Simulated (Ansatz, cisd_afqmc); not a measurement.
Species: O, charge 0, triplet.

Total energies in cc-pVTZ, 6 correlated electrons, 1 frozen orbitals. Open shells are spin-unrestricted; no spin-orbit coupling. Cores are frozen in correlated methods. No relativity. AFQMC is phaseless with a CISD trial state; ± is one standard error, without the phaseless bias. Outlying blocks are dropped, and bars are widened where a walk drifts. Over all cases where full CI ran beside it in this data, AFQMC minus full CI had a median of +0.1 mEh and passed +0.4 mEh in a tenth of the cases. Full CI freezes restricted core orbitals and the other rows unrestricted ones, which leaves a small offset even where coupled cluster is exact.

```
method         program        energy (Eh)  error against FCI (mEh)
----------  ----------  -----------------  -----------------------
HF              Ansatz          -74.81176                   162.41
MP2             Ansatz          -74.95490                    19.27
CCSD            Ansatz          -74.97105                     3.12
CCSD(T)         Ansatz          -74.97396                     0.21
CCSDT(Q)        Ansatz          -74.97430                    -0.13
CCSDTQ          Ansatz          -74.97430                    -0.13
AFQMC/CISD  cisd_afqmc  -74.9741 ± 0.0001                0.1 ± 0.1
FCI             Ansatz          -74.97417                     0.00
```

Ansatz is a program for electronic structure.
